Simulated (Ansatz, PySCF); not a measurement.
Input for PySCF:
```python
from pyscf import gto, scf, mp

mol = gto.Mole()
mol.atom = '''
    F     1.40411511   -0.28283952   -1.02131229
    C     0.76712540   -0.06168844    0.12248110
    F     1.24344065    1.05549696    0.65908857
    F     1.02641252   -1.06809983    0.94881838
    C    -0.76712540    0.06168844   -0.12248110
    F    -1.02641252    1.06809983   -0.94881838
    F    -1.24344065   -1.05549696   -0.65908857
    F    -1.40411511    0.28283952    1.02131229
'''
mol.basis = 'sto-3g'
mol.verbose = 4
mol.build()

mf = scf.RHF(mol)
mf.kernel()

pt = mp.MP2(mf, frozen=8)
pt.kernel()
print('E(MP2) = %.10f' % pt.e_tot)
```

**Question.** Write the same job for Ansatz (an electronic-structure program).

**Answer.** Several could match; the one computed here: 
Ansatz 0.2 input:
```yaml
crystal:
  periodic: [false, false, false]
  atoms:
    - {symbol: F, position_ang: [1.40411511, -0.28283952, -1.02131229]}
    - {symbol: C, position_ang: [0.76712540, -0.06168844, 0.12248110]}
    - {symbol: F, position_ang: [1.24344065, 1.05549696, 0.65908857]}
    - {symbol: F, position_ang: [1.02641252, -1.06809983, 0.94881838]}
    - {symbol: C, position_ang: [-0.76712540, 0.06168844, -0.12248110]}
    - {symbol: F, position_ang: [-1.02641252, 1.06809983, -0.94881838]}
    - {symbol: F, position_ang: [-1.24344065, -1.05549696, -0.65908857]}
    - {symbol: F, position_ang: [-1.40411511, 0.28283952, 1.02131229]}
basis:
  gaussian:
    orbitals: STO-3G
magnetization: {spin_polarized: false}
correlation: {method: mp2, electrons: outside_noble_gas}
accuracy: high
```

Both were run: PySCF gave -663.228100 Eh and Ansatz -663.228101 Eh, 0.000 mEh apart.
